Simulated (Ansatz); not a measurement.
# A family of molecules: the HOMO–LUMO gap

One atom is swapped for its congeners: SiH3(CH3) (methylsilane); SiH3(SiH3) (disilane); SiH3(GeH3); SiH3(SnH3). All are singlets with charge 0.

Shapes, held fixed at every level: PBE0-D4/def2-TZVP. Programs: Ansatz 0.2.0. Values in eV.

```tsv
level	SiH3(CH3)	SiH3(GeH3)	SiH3(SnH3)
SPW92/def2-TZVPP	7.74	6.59	5.97
r2SCAN-D4/def2-TZVPP	8.70	7.41	6.73
B3LYP-D4/def2-TZVPP	9.42	8.18	7.46
BHLYP-D4/def2-TZVPP	11.81	10.44	9.59
r2SCAN0-D4/def2-TZVPP	10.50	9.11	8.35
wB97X-V/def2-TZVPP	14.21	12.84	11.95
wB97M-V/def2-TZVPP	13.64	12.28	11.35
```

(1) Estimate the column for SiH3(SiH3) from its neighbours.

## Answers

(1) The mean of the neighbours at wB97M-V/def2-TZVPP is 12.96 eV, against 12.42 from the run: the member lies nearer Ge. All rows: SPW92/def2-TZVPP 6.63; r2SCAN-D4/def2-TZVPP 7.25; B3LYP-D4/def2-TZVPP 8.31; BHLYP-D4/def2-TZVPP 10.66; r2SCAN0-D4/def2-TZVPP 9.01; wB97X-V/def2-TZVPP 13.05; wB97M-V/def2-TZVPP 12.42 eV. At wB97M-V/def2-TZVPP the HOMO–LUMO gap falls at every step, from 13.64 to 11.35 eV. 5 of 7 levels show this order throughout; 7 agree on the largest and the smallest. For atoms past krypton def2 sets carry core potentials with scalar relativity. Relativity is left out for Ge unless named. Orbital gaps aren't excitation energies, and the LUMO depends on the basis.
